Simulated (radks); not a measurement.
Task: Species: Ta3+. Configuration: [Kr] 4d10 4f14 5s2 5p5 5d2 6s1 (not the ground configuration). All-electron calculation, scalar-relativistic Kohn-Sham, r2SCAN, spin-polarised, spherical densities, finite nucleus; open shells are filled with parallel spins first (spin-orbit coupling, left out, can overturn this in heavy ions); meta-GGA in the generalised Kohn-Sham scheme; Fermi nuclear charge, rms radius 5.3507 fm. Program: a radial shooting solver on a logarithmic mesh with Libxc functionals. Some entries of the table are withheld. Estimate them.

orbital  occ.  eigenvalue (eV)  <r> (bohr)
1s up       1        -67473.11     0.01867
1s down     1        -67472.94     0.01867
2s up       1        -11647.27     0.07894
2s down     1        -11647.07     0.07894
2p up       3        -10209.31     0.07057
2p down     3        -10209.08     0.07057
3s up       1        -2704.569      0.2046
3s down     1        -2704.531      0.2046
3p up       3        -2274.812      0.2047
3p down     3        -2274.734      0.2047
3d up       5        -1772.425      0.1857
3d down     5        -1772.260      0.1857
4s up       1        -584.7363      0.4589
4s down     1        -584.4496      0.4590
4p up       3        -443.1567      0.4876
4p down     3        -442.8901      0.4876
4d up       5        -260.9814      0.5234
4d down     5        -260.6423      0.5229
5s up       1        -109.7812       1.094
5s down     1        -106.8721       1.086
5p up       3         -74.8767       1.264
5p down     2         -71.5010       1.251
4f up       7         -59.9435      0.6355
4f down     7         -59.2186      0.6276
5d up       2         -34.1971       1.748
6s up       1              (1)       2.574
5d down     0         -30.1598       1.737
6s down     0              (2)       2.672
6p up       0         -21.9289       3.019

Result: 
(1) 6s up eigenvalue (eV): -30.2784
(2) 6s down eigenvalue (eV): -25.9523
